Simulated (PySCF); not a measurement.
# Dipole response of Os (osmium, neutral)

[Xe] 4f14 5d6 6s2, high-spin 5D determinant. Computed with PySCF 2.14 in x2c-TZVPPall with one added diffuse shell each of s, p, d, f type (12s8p8d4f1g, 113 functions), with the spin-free X2C one-electron Hamiltonian (Gaussian nucleus). Coupled (time-dependent) response in atomic units; α is the mean over directions.

| method | mean α (bohr³) | α xx, yy, zz | C₆ (like pair) | S(−4) |
| --- | --- | --- | --- | --- |
| M06 | 47.27 | 46.97, 46.97, 47.88 | 494.4 | 840.1 |

S(−4) is the Cauchy moment in α(ω) = α(0) + S(−4) ω² + …

Reference α: 57 ± 3 bohr³ (recommended; Schwerdtfeger and Nagle, table of static dipole polarizabilities (2023 update)). Published C₆: 584.0 (Gould and Bucko (2016)).

Spin-orbit coupling is absent.

α(iu) at M06:

| u (hartree) | α(iu) (bohr³) |
| --- | --- |
| 0 | 47.27 |
| 0.0500 | 45.29 |
| 0.100 | 40.50 |
| 0.200 | 29.76 |
| 0.300 | 21.97 |
| 0.500 | 13.54 |
| 0.750 | 8.737 |
| 1.00 | 6.263 |
| 1.50 | 3.784 |
| 2.00 | 2.567 |
| 3.00 | 1.415 |
| 5.00 | 0.6180 |

A single London oscillator, α(iu) = α/(1 + u²/ω²), gives C₆ = (3/4) ω α². Matching the computed C₆ needs ω = 4 × 494.4 / (3 × 47.27²) = 0.295 hartree.

The components differ because the open shell of this determinant is not spherical; for a pure term their mean is the scalar polarisability.

Spin-orbit coupling, absent here, splits the open shell strongly.
